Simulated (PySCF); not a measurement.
Spectra and structures to be paired. Computed with TDDFT B3LYP/def2-SVPD, vertical, gas phase, core orbitals frozen in the response in PySCF 2.14.0, density-fitted response routines. Geometries: PBE0-D3(BJ)/def2-SVP; one conformer of each isolated species. Triplets are in the Tamm–Dancoff approximation. Atoms past krypton carry core potentials; spin–orbit coupling is left out.

A. `C#CCC1=CC2(C=C1)CC2`
B. `Cl[Te](=O)Cl`
C. `C1=COC=CO1`
D. `C#CCC(=O)O`

Lowest singlet levels (six at most, fewer where fewer were computed) with oscillator strengths:

1. 4.15 eV (f 0.011); 4.28 eV (f 0.011); 4.42 eV (f 0.009); 4.78 eV (f 0.017); 4.85 eV (f 0.001); 4.96 eV (f 0.006); T1 3.47 eV
2. 5.71 eV (f 0.002); 6.30 eV (f 0.003); 6.59 eV (f 0.004); 6.62 eV (f 0.002); 6.78 eV (f 0.001); 6.84 eV (f 0.007); T1 5.22 eV
3. 4.69 eV (f 0.050); 5.64 eV (f 0.075); 5.73 eV (f 0.078); 5.78 eV (f 0.017); 5.97 eV (f 0.003); 6.05 eV (f 0.048); T1 3.05 eV
4. 3.79 eV (f 0.000); 4.71 eV (f 0.016); 5.56 eV (f 0.000); 5.73 eV (f 0.002); 5.94 eV (f 0.000); 6.29 eV (f 0.012); T1 2.85 eV

Question: Which spectrum belongs to which structure?

Answer: 1 = B, 2 = D, 3 = A, 4 = C.
- A: S1 at 4.69 eV, HOMO→LUMO (98%); Löwdin shares by element: HOMO carbon 83% or more (atoms not listed hold the other 17%); LUMO carbon 63% or more (atoms not listed hold the other 37%); HOMO -6.01 and LUMO -0.88 eV.
- B: S1 at 4.15 eV, HOMO→LUMO+1 (73%), HOMO-1→LUMO (18%); Löwdin shares by element: HOMO oxygen 54%, chlorine 29%, tellurium 18%; LUMO tellurium 45%, chlorine 41%, oxygen 14%; HOMO -8.66 and LUMO -3.41 eV; point group Cs.
- C: S1 at 3.79 eV, HOMO→LUMO (99%); Löwdin shares by element: HOMO oxygen 45%, carbon 25% or more (atoms not listed hold the other 29%); LUMO carbon 75% (atoms not listed hold the other 25%); HOMO -5.38 and LUMO -0.54 eV; point group D2h, 3 of its 6 listed states under f = 0.0005.
- D: S1 at 5.71 eV, HOMO→LUMO (75%), HOMO-2→LUMO (21%); Löwdin shares by element: HOMO carbon 65% or more, oxygen 21% or more; LUMO carbon 46% or more, oxygen 39%; HOMO -7.68 and LUMO -0.56 eV.
